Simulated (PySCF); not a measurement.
Predicted microwave data (PySCF 2.14.0, PBE0-D3(BJ)/def2-SVP geometry optimisation, gas phase) for one isomer of C5H7NO2:

- Rotational constants: A = 5223, B = 1130, C = 963.7 MHz
- Dipole components: |μa| = 3.16 D, |μb| = 0.44 D, |μc| = 0.54 D
- Inertial defect: -19.61 u·Å²
- κ: -0.92

Question: Which candidate fits, each taken in the one conformer that was computed?
A. `[CH3:1][O:2][CH2:3][c:4]1[cH:5][n:6][o:7][cH:8]1` with C1–O2–C3–C4 -73°, O2–C3–C4–C5 147°
B. `[CH2:1]=[CH:2][C:3](=[O:4])[CH2:5][C:6]([NH2:7])=[O:8]` with C1–C2–C3–O4 1°, C2–C3–C5–C6 -145°, C3–C5–C6–N7 -37°, C5–C6–N7–H 14° and 176°

Answer: B. It is C=CC(=O)CC(N)=O, a near-prolate asymmetric top, point group C1. The candidates at the same level (rigid rotor, commonest isotopes):

```json
{"SMILES": "COCc1cnoc1", "A (MHz)": "5167", "B (MHz)": "1293", "C (MHz)": "1194", "μa (D)": "2.45", "μb (D)": "0.76", "μc (D)": "0.20", "Δ (u·Å²)": "-65.37", "point group": "C1", "rotor": "near-prolate asymmetric top"}
{"SMILES": "C=CC(=O)CC(N)=O", "A (MHz)": "5223", "B (MHz)": "1130", "C (MHz)": "963.7", "μa (D)": "3.16", "μb (D)": "0.44", "μc (D)": "0.54", "Δ (u·Å²)": "-19.61", "point group": "C1", "rotor": "near-prolate asymmetric top"}
```

`COCc1cnoc1` has C 24 % too high. No structure here is proved a minimum.
